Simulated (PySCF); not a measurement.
C₈H₈.
Structure used (GFN2-xTB), in Å, numbered top down from 1:
```
atom  x, y, z in Å
C1    -2.541   -0.241    0.069
C2    -1.202   -0.113    0.032
C3    -0.393   -1.309   -0.135
C4     0.940   -1.468   -0.202
C5     1.983   -0.483   -0.130
C6     1.861    0.849    0.022
C7     0.657    1.620    0.156
C8    -0.624    1.214    0.161
H9    -3.189    0.610    0.191
H10   -3.023   -1.198   -0.021
H11   -0.990   -2.211   -0.216
H12    1.301   -2.481   -0.331
H13    2.986   -0.883   -0.210
H14    2.774    1.430    0.052
H15    0.828    2.685    0.269
H16   -1.375    1.988    0.281
```

Computed with TDDFT wB97X-D/def2-SVPD, vertical, gas phase, core orbitals frozen in the response (PySCF 2.14.0, density-fitted response routines).

Ground-to-excited transition dipoles (e·a0, same axes as the geometry; the sign carries no meaning), for the states with f of 0.002 or more among the lowest 8:

```
state  E (eV)      μx      μy      μz
   S1   2.831   0.041  -0.448  -0.053
   S2   4.617   1.739   0.165  -0.048
   S4   6.207  -2.029  -0.192   0.054
   S5   6.303  -0.021  -0.016   0.147
   S7   6.457  -0.064   0.697   0.083
   S8   6.464   0.005  -0.031   0.115
```

**Question.** What oscillator strength does each state have?

**Answer.** f = (2/3) ΔE |μ|² with ΔE in hartree (27.2114 eV).

```
state  |μ|² (au)  |μ| (D)      f
   S1      0.205     1.15  0.014
   S2      3.055     4.44  0.345
   S4      4.156     5.18  0.632
   S5      0.022     0.38  0.003
   S7      0.496     1.79  0.079
   S8      0.014     0.30  0.002
```

**Question.** All atoms lie in one plane. Which transitions are polarised in it and which across it?

**Answer.** In the plane: S1, S2, S4 and S7. Perpendicular: S5 and S8. States polarised in the plane are symmetric under reflection in it, those polarised across it antisymmetric.

**Question.** Which bond between heavy atoms lies closest to the direction of the S4 transition dipole?

**Answer.** C1–C2, at 0° from it; next C3–C4 and C7–C8 at 12°.

**Question.** What angle do the transition dipoles of S1 and S4 make?

**Answer.** |cos θ| = |μa·μb| / (|μa| |μb|) = 0.00, so θ ≈ 90° (taken between 0 and 90°, since the signs are arbitrary).

**Question.** How is the summed strength of these states shared among x, y and z?

**Answer.** (2/3) Σ ΔE μα² gives 0.969 for x, 0.100 for y and 0.007 for z, 1.076 in all.

**Question.** What peak molar absorption coefficient would the strongest computed level give as a lone Gaussian band 0.5 eV wide at half height?

**Answer.** ε(max) = 2.175×10⁸ f / FWHM, with the width in cm⁻¹. S4: 2.175×10⁸ × 0.6320 / 4033 ≈ 34000 L mol⁻¹ cm⁻¹.

Time: 44 s. Hardware: one thread of an Arm Neoverse V1, on a shared host.
